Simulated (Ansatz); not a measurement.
`C[CH2][In]([F])[F]` + H–F → `[F][In]([F])[F]` + `CC`  (ligand exchange at the In–C bond)

Program: Ansatz. Geometries: PBE0-D4/def2-TZVP. ΔE: electronic, gas phase. CCSD(T)/CBS adds triple-zeta CCSD(T) − MP2 to the extrapolated MP2 energy (def2 sets, frozen cores). This one scheme is used for every species. def2 core potentials past Kr. For In outer-core shells are correlated without core-valence functions, which leaves a few kJ/mol of doubt a bond. Each species was taken in one conformer, which may not be the lowest.

| species | CCSD(T)/CBS(def2) energy (Eh) |
| --- | --- |
| `C[CH2][In]([F])[F]` | -468.57870 |
| H–F | -100.39570 |
| `[F][In]([F])[F]` | -489.26665 |
| `CC` | -79.71954 |

Task: Work out ΔE.

Result: ΔE = (-489.26665) + (-79.71954) − (-468.57870) − (-100.39570) = -0.01179 Eh = -31.0 kJ/mol.

Largest T1 diagnostic among the species: 0.018.

Leaving LDA and LC-ωPBE aside and taking each functional with its dispersion term where it has one, the values, not all of them listed here, spread over 24.9 kJ/mol, from B97M-V to HSE06-D4. LDA lies +19.3 kJ/mol from PBE without D4. In def2-TZVPP, CCSD(T) changes the Hartree–Fock value by +33.0 kJ/mol (the triples alone add +2.0 kJ/mol) and MP2 by +39.4 kJ/mol. At CCSD(T), def2-SVP lies −27.2 kJ/mol from the extrapolated value and def2-TZVPP −1.3 kJ/mol.
